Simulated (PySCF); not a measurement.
## How methods differ on the ionisation energy of N⁺

N⁺ [He] 2s2 2p2 (3P) → N²⁺ [He] 2s2 2p1 (2P), as a difference of total energies. Calculation: PySCF 2.14, in aug-cc-pVQZ with one added diffuse shell each of s, p, d, f, g type (7s6p5d4f3g, 105 functions); no relativity, point nucleus. Correlated levels: valence: 1s2 frozen. The calculations carry no spin-orbit coupling.

```csv
method,ionisation energy (eV)
UHF,29.206
LDA,30.058
PBE,29.900
PBE0,29.910
r2SCAN,30.134
BLYP,29.831
B97-3,29.867
wB97X,29.749
MP2 (valence),29.666
```

**Question.** Estimate what PW91 gives.

**Answer.** 30.005 eV, closest to LDA among the rows shown.

**Question.** Estimate what SCS-MP2 (valence) gives.

**Answer.** 29.523 eV, closest to MP2 (valence) among the rows shown.

Errors of the correlated levels include the incompleteness of this basis and the frozen core.

For comparison: 29.601 eV (semi-empirical (NIST evaluation); NIST Atomic Spectra Database, ionization energies).
